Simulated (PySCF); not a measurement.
C3H12OSi2, SMILES C[Si](C)(C)O[SiH3]. Heavy atoms are numbered as in [CH3:1][Si:2]([CH3:3])([CH3:4])[O:5][SiH3:6]. Hydrogens are named by the atom that carries them.

Geometry: r2SCAN-D4/def2-SVP. One conformer was computed; it need not be the lowest.

Method: PBE0/pcSseg-1 in PySCF.

GIAO shieldings, no solvent; atoms alike by connectivity are averaged. δ = σ(ref) − σ: ¹³C against TMS (σ = 186.3 ppm); ²⁹Si against TMS (σ = 352.7 ppm); ¹⁷O against H2O (σ = 334.2 ppm); ¹H against TMS (σ = 31.56 ppm), references at their B3LYP-D3(BJ)/def2-TZVP geometries, non-relativistic.

| atoms | nucleus | count | δ (ppm) |
|---|---|---|---|
| C1 (CH3) | ¹³C | 3 | 3.1 |
| Si2 | ²⁹Si | 1 | (withheld) |
| Si6 (SiH3) | ²⁹Si | 1 | (withheld) |
| O5 | ¹⁷O | 1 | (withheld) |
| H on Si6 | ¹H | 3 | 5.27 |
| H on C1 | ¹H | 9 | 0.45 |

Q: Some entries are withheld; supply them. (An estimate is asked for; the answer gives what the named calculation found.)

A: 
- O5, δ (ppm): 35.0
- Si6 (SiH3), δ (ppm): -43.2
- Si2, δ (ppm): 21.5
